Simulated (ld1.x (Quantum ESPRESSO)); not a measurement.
What the settings do to the RRKJ potential of vanadium (V)

Base potential:

| Quantity | Value |
| --- | --- |
| Element | V (Z = 23) |
| Generator | ld1.x (Quantum ESPRESSO) 7.5 |
| Type | norm-conserving RRKJ (Kleinman–Bylander form) |
| Functional | LDA (PZ) |
| Relativity | fully relativistic |
| Frozen core | [Ne] 3s2 |
| Valence charge | 11 |
| Reference configuration | 3p6 3d4 4s1 4p0 |
| Partial waves | 3p (bound): rc 1.35 bohr; 3d (bound): rc 2.10 bohr; 4s (bound): rc 2.55 bohr |
| Local potential | the s channel |
| Core correction | none |
| rho0 | 0.01 |

Open shells are filled in proportion to 2j + 1 (rel_dist='average').

Cutoffs, loose and tight: the cutoffs (Ry, on a coarse ladder) from which the occupation-weighted sum of valence levels, in a spherical-Bessel basis at the reference potential, stays within 10 and 1 mRy of its value at 400 Ry. They do not see the model core or the augmentation charge, which bear on the density cutoff. Test errors are all-electron minus pseudo excitation energies from the reference, over the configurations 3p6 3d3 4s2 4p0; 3p6 3d3 4s1 4p0; 3p6 3d3 4s0 4p0; 3p6 3d1 4s0 4p0; 3p6 3d2 4s2 4p1; 3p6 3d2 4s0 4p0; 3p6 3d4 4s0 4p0. A dash means not determined; rows that change the core or the reference have their own tests.

```tsv
change	outcome	cutoff, loose	cutoff, tight	bound ghosts	largest test error (meV)
base	generated	45 Ry	80 Ry	none	+979
all radii scaled by about 0.74 (s 1.88, p 1.00, d 1.56 bohr)	generated	140 Ry	200 Ry	none	-818
all radii scaled by about 0.84 (s 2.14, p 1.14, d 1.76 bohr)	generated	100 Ry	120 Ry	none	-1089
all radii scaled by about 0.96 (s 2.46, p 1.30, d 2.02 bohr)	generated	45 Ry	90 Ry	none	-934
all radii scaled by about 1.12 (s 2.86, p 1.52, d 2.36 bohr)	generated	45 Ry	55 Ry	none	+2288
all radii scaled by about 1.23 (s 3.12, p 1.66, d 2.58 bohr)	generated	45 Ry	50 Ry	none	+3246
all radii scaled by about 1.29 (s 3.28, p 1.74, d 2.70 bohr)	generated	40 Ry	45 Ry	none	+3988
all radii scaled by about 1.35 (s 3.44, p 1.82, d 2.84 bohr)	generated	40 Ry	45 Ry	none	+4816
```

Reading the sweep of the scale of all radii (base = 1) (base included, trends over the rows without a ghost): The loose cutoff falls from 140 Ry at 0.74 to 40 Ry at 1.35. A larger radius leaves more room for a smooth pseudo-wave, so fewer plane waves are needed; a smaller one forces it to follow the all-electron wave where it bends sharply. The median size of the test errors (rows with all tests solved) is not monotonic: lowest 41.8 meV at 1, highest 203.1 meV at 1.35.
